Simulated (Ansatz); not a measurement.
Ideal-gas functions of `C#[C][Ti]([Cl])([Cl])[C]#C` at 298.15 K and 1 bar, from an Ansatz frequency run at PBE0-D4/def2-TZVP.

Molar mass 168.83 g/mol, point group C2v (symmetry number 2), electronic degeneracy 1, moments of inertia 469.667, 476.194, 480.857 u Å². Harmonic wavenumbers (cm⁻¹, unscaled): 65, 76, 79, 100, 113, 190, 215, 220, 231, 413, 525, 537, 542, 728, 728, 737, 738, 2079, 2082, 3450, 3450.

Use S(trans) = R[1.5 ln M + 2.5 ln T − 1.1517]; rotational temperatures θ = 24.2544 K / I; S(rot) = R[ln(√π/σ · √(T³/θAθBθC)) + 1.5]; for each mode x = 1.438777 ν̃/T, S = R[x/(eˣ − 1) − ln(1 − e⁻ˣ)] and H = RT x/(eˣ − 1); 1 cm⁻¹ = 0.0119627 kJ/mol; R = 8.31446 J/(mol·K).

Problem. By hand: the entropy, in J/(mol·K).

Solution. Translation 172.8. Rotation: θ = 0.0516, 0.0509, 0.0504 K, giving 119.6. Vibration, mode by mode: 17.99, 16.70, 16.38, 14.45, 13.46, 9.32, 8.37, 8.20, 7.83, 3.83, 2.50, 2.39, 2.35, 1.15, 1.15, 1.11, 1.11, 0.00, 0.00, 0.00, 0.00, in all 128.3. Electronic 0.0. Sum 420.7 J/(mol·K).

Problem. By hand: H − E and G − E in kJ/mol, counted from the electronic energy.

Solution. Zero-point energy ½ × 17298 × 0.0119627 = 103.5; thermal vibration 19.1; translation, rotation and pV give 4 RT = 9.9. H − E = 132.5 kJ/mol, and G − E = 132.5 − 298.15 × 420.7/1000 = 7.1 kJ/mol.

Vibration gives 30 % of the entropy, 79.0 J/(mol·K) of it from the modes under 150 cm⁻¹: soft modes count most, and the harmonic formula is weakest for them.
